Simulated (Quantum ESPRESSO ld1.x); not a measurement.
All-electron atom: Zn15+ in [Ne] 3s2 3p3.

Calculated with ld1.x of Quantum ESPRESSO 7.5: scalar-relativistic Kohn-Sham, PBEsol, spin-unpolarised, spherical densities, point nucleus.

Energy parts (Ry):
part                     energy
total                 -3366.564
kinetic                3424.729
electron-nucleus      -7490.724
Hartree                 806.728
exchange-correlation   -107.297

Orbitals (lengths in bohr, moments of r in powers of bohr; <r^-3> diverges for s and p1/2; r(max) is where P^2 peaks):
orbital  occ.  eigenvalue (Ry)       <r^4>  <r^-3>   r(max)      <r>
1s          2         -738.471  0.00002989       -  0.03293  0.05034
2s          2         -123.315    0.006035       -   0.1888   0.2244
2p          6         -112.217    0.004418   805.0   0.1516   0.1964
3s          2         -41.2765      0.2220       -   0.5417   0.5841
3p          3         -37.8077      0.2254   162.4   0.5299   0.5771

The highest occupied level is 3p at -514.40 eV. Summed over all electrons, <r^2> = 2.334 bohr^2, which gives a Langevin (diamagnetic) susceptibility term of -1.85 x 10^-6 cm^3/mol. For comparison, the ionisation energy in NIST's Atomic Spectra Database is 540 eV (semi-empirical). In exact Kohn-Sham theory the highest level is minus the ionisation energy, but local and semilocal functionals leave it too shallow, through self-interaction and a potential that decays too fast; potentials with the right tail come closer. The density falls to 0.001 e/bohr^3 at r = 1.47 bohr.

Run on one thread of a shared host, so times are rough (Intel(R) Xeon(R) Processor @ 2.60GHz): 0.54 s of CPU time, 0.58 s wall, 15 iterations on 2001 mesh points.

Beside tabulated values, note that spin-unpolarised runs miss the spin-polarisation part of the exchange energy of open shells.
